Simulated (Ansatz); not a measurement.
Two isomers of CH6ClNSSi: A = `N[SiH](S)CCl`, B = `NC(S)[SiH2]Cl`.

Calculated with Ansatz (gas phase, PBE0-D4/def2-TZVP geometries, no zero-point term in ΔE). CBS: MP2 limit from def2 TZ/QZ plus the TZ coupled-cluster correction, frozen cores. DFT in def2-TZVPP. B3LYP here is the variant with VWN-RPA as its local correlation; programs differ in this. One conformer a species, not always the lowest.

A:

```xyz
11

N     1.114    0.205   -1.251
Si    0.484   -0.518    0.163
S    -0.833   -2.193   -0.055
C    -0.415    0.855    1.085
Cl   -1.711    1.515    0.039
H     0.516    0.834   -1.766
H     1.685   -0.339   -1.879
H     1.596   -1.067    0.978
H    -1.801   -1.465   -0.640
H     0.253    1.681    1.328
H    -0.888    0.494    1.997
```

B:

```xyz
11

N     0.6643    0.4550   -1.3140
C     0.4075    0.3665    0.1136
S     1.7342   -0.5082    0.9705
Si   -1.1920   -0.5185    0.6218
Cl   -2.6950    0.2481   -0.5651
H     0.8145   -0.4690   -1.7031
H    -0.1289    0.8705   -1.7924
H     0.3544    1.3810    0.5212
H     2.6937    0.4138    0.7751
H    -1.0909   -1.9706    0.3383
H    -1.5618   -0.2686    2.0341
```

Question: Which isomer does CCSD(T)/CBS put lower? Give the gap. (Best estimate.)

Answer: Computed: A, by 89.9 kJ/mol.

Question: Give E(B) − E(A) in kJ/mol with PBE-D4, r2SCAN-D4, B2PLYP, B3LYP-D4, MP2/def2-TZVPP, HF/def2-TZVPP, ωB97M-V. (An estimate is asked.)

Answer: Computed: PBE-D4 83.0, r2SCAN-D4 90.0, B2PLYP 89.3, B3LYP-D4 88.8, MP2/def2-TZVPP 90.5, HF/def2-TZVPP 90.6, ωB97M-V 89.3. None reverses the order clearly.

Largest T1 diagnostic: 0.011.

From PBE to PBE0 (25 % exact exchange), in def2-TZVPP and without D4, E(B) − E(A) moves by +3.4 kJ/mol.
